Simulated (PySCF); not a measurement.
C2H6F2Si, SMILES C[Si@H](F)CF.

Coordinates come from a ωB97X-D3(BJ)/def2-SVP optimisation. The structure was generated by enumeration; whether it is a known compound was not checked. Other conformers were not sampled.

Two levels are set side by side: TDDFT-PBE/def2-SVPD (PySCF) and TDDFT-LC-ωPBE/def2-SVPD (PySCF). Vertical, same geometry. The lowest singlet is HOMO→LUMO 94 % with PBE and HOMO→LUMO+1 69 %, HOMO→LUMO+4 12 % with the other functional; states are paired by order. Differences are taken from unrounded values.

```tsv
quantity	TDDFT-LC-ωPBE	TDDFT-PBE	TDDFT-PBE minus TDDFT-LC-ωPBE
lowest singlet excitation (eV)	8.11	6.83	-1.28
lowest triplet excitation (TDA) (eV)	7.40	6.44	-0.95
first bright state (f over 0.05) (eV)	9.51	7.70	-1.82
its oscillator strength	0.10	0.05	-0.05
```

A lower first singlet is the usual sign of a functional without exact exchange. Differences between two approximate levels are no errors against the true value.

Rough cost on one machine, each run with all the roots and properties that it gave: TDDFT-LC-ωPBE against TDDFT-PBE about 6 times.
